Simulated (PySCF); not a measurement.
# Two-component Hartree-Fock for Sb²⁺ (antimony, charge +2)

Start: [Kr] 4d10 5s1 5p1 6s1; 5s1/2 filled at m_j = +1/2; 5p3/2 filled at m_j = +3/2; 6s1/2 filled at m_j = +1/2. Calculated with PySCF 2.14 in x2c-SVPall-2c with one added diffuse shell each of s, p type (7s9p4d, 54 functions): generalised Hartree-Fock with the X2C-1e Hamiltonian and a Gaussian nucleus; one run each with spin-orbit coupling (SO) switched off, then screened by Boettger's factors. This is a chosen level, not necessarily the ground level.

```
spinor shell  electrons  ε, spin-free (eV)  ε, screened SO (eV)  weight of nominal j (screened SO)  rms radius, screened SO (bohr)
       1s1/2          2           -30662.9             -30660.1                              1.000                          0.0326
       2s1/2          2            -4779.9              -4779.2                              1.000                           0.133
       2p1/2          2            -4287.8              -4462.9                              1.000                           0.115
       3s1/2          2            -996.76              -996.62                              1.000                           0.352
       3p1/2          2            -832.16              -865.44                              1.000                           0.345
       3p3/2          4            -832.16              -817.03                              1.000                           0.356
       3d3/2          4            -581.31              -587.11                              1.000                           0.330
       3d5/2          6            -581.31              -577.37                              1.000                           0.333
       4s1/2          2            -200.25              -200.29                              1.000                           0.841
       4p1/2          2            -147.41              -153.57                              0.999                           0.893
       4p3/2          4            -147.41              -144.70                              1.000                           0.919
       4d3/2          4            -67.983              -68.845                              0.942                            1.10
       4d5/2          6            -67.983              -67.518                              0.962                            1.10
       5s1/2          1            -39.183              -39.205                              1.000                            2.19
       5p3/2          1            -28.529              -28.203                              1.000                            2.61
       6s1/2          1            -13.548              -13.566                              1.000                            4.98
```

(1) Where does 2p3/2 lie, and what is the 2p spin-orbit splitting (screened SO)?

| quantity | spin-free | screened SO |
| --- | --- | --- |
| E (hartree) | -6474.94055 | -6476.55362 |
| M_J | 5/2 | 5/2 |
| ⟨J²⟩ | 8.755 | 8.754 |
| ⟨L²⟩ | 2.004 | 2.020 |
| ⟨S²⟩ | 3.751 | 3.767 |

Each row is a mean over spinors that exchange with the open shell spreads, by up to 1.014 eV (4s1/2).

Breit and QED terms are absent; they matter most for the inner s and p1/2 levels.

Densities and radii are taken from the X2C orbitals without a picture-change correction, which distorts them close to the nucleus.

Without spin-orbit coupling the j labels of p, d and f shells carry no meaning; the spin-free column gives the mean over the occupied spinors of each nl shell.

Results:

(1) At -4208.2 eV, 254.66 eV above 2p1/2.
